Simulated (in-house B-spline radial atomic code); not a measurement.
Successive ionisation energies of gadolinium; each step leads to the configuration of the next row (after the last: [Ne] 3s2 3p5). Dirac energy differences include first-order Breit, QED and recoil terms. NIST's values go from ground level to ground level; the uncertainty of those that are theory runs from under 0.1 % in few-electron ions to several per cent in heavy many-electron ones. Computed with a B-spline radial code for spherical atoms: Dirac-Hartree-Fock, average of the configuration, finite nuclei.

| ion | configuration | ionisation energy (eV) | tabulated value (eV) | tabulated kind | computed minus tabulated (eV) | highest orbital | largest mean radius (bohr) |
| --- | --- | --- | --- | --- | --- | --- | --- |
| Gd31+ | [Ar] 3d10 4s2 4p3 | 1247.3 | 1233 | tabulated theory | 14 | 4p3/2 | 0.5141 |
| Gd32+ | [Ar] 3d10 4s2 4p2 | 1292.7 | 1321 | tabulated theory | -28 | 4p3/2 | 0.51045 |
| Gd33+ | [Ar] 3d10 4s2 4p1 | 1338.5 | 1368 | tabulated theory | -29 | 4p3/2 | 0.50687 |
| Gd34+ | [Ar] 3d10 4s2 | 1481.0 | 1481 | tabulated theory | 0 | 4s1/2 | 0.488 |
| Gd35+ | [Ar] 3d10 4s1 | 1530.7 | 1532.3 | semi-empirical | -2 | 4s1/2 | 0.48474 |
| Gd36+ | [Ar] 3d10 | ? | ? | tabulated theory | ? | ? | ? |
| Gd37+ | [Ar] 3d9 | 2739.2 | 2720 | tabulated theory | 19 | 3d5/2 | 0.23848 |
| Gd38+ | [Ar] 3d8 | ? | ? | tabulated theory | ? | ? | ? |
| Gd39+ | [Ar] 3d7 | 2954.3 | 2941 | tabulated theory | 13 | 3d5/2 | 0.23522 |
| Gd40+ | [Ar] 3d6 | 3064.2 | 3050 | tabulated theory | 14 | 3d5/2 | 0.23361 |
| Gd41+ | [Ar] 3d5 | 3175.6 | 3160 | tabulated theory | 16 | 3d5/2 | 0.23226 |
| Gd42+ | [Ar] 3d4 | ? | ? | tabulated theory | ? | ? | ? |
| Gd43+ | [Ar] 3d3 | 3403.2 | 3424 | tabulated theory | -21 | 3d5/2 | 0.22966 |
| Gd44+ | [Ar] 3d2 | 3519.3 | 3546 | tabulated theory | -27 | 3d5/2 | 0.22837 |
| Gd45+ | [Ar] 3d1 | 3636.9 | 3660 | tabulated theory | -23 | 3d5/2 | 0.22709 |
| Gd46+ | [Ne] 3s2 3p6 | 4037.7 | 3980 | tabulated theory | 58 | 3p3/2 | 0.22582 |

Task: Fill in the row of Gd36+.

Result: ionisation energy (eV): 2634.0; tabulated value (eV): 2621; computed minus tabulated (eV): 13; highest orbital: 3d5/2; largest mean radius (bohr): 0.24014.

Task: Fill in the row of Gd38+.

Result: ionisation energy (eV): 2846.0; tabulated value (eV): 2827; computed minus tabulated (eV): 19; highest orbital: 3d5/2; largest mean radius (bohr): 0.23684.

Task: Fill in the row of Gd42+.

Result: ionisation energy (eV): 3288.6; tabulated value (eV): 3312; computed minus tabulated (eV): -23; highest orbital: 3d5/2; largest mean radius (bohr): 0.23096.

Task: Where is the largest jump?

Result: From Gd35+ to Gd36+, by a factor of 1.72 (1530.7 to 2634 eV); the highest orbital goes from 4s1/2 to 3d5/2.

Where a p, d or f electron is removed, the computed value is a mean over both j, so it misses the tabulated one by a part of the spin-orbit splitting; averaging over terms and missing correlation add to the gap, relatively most at low charge.
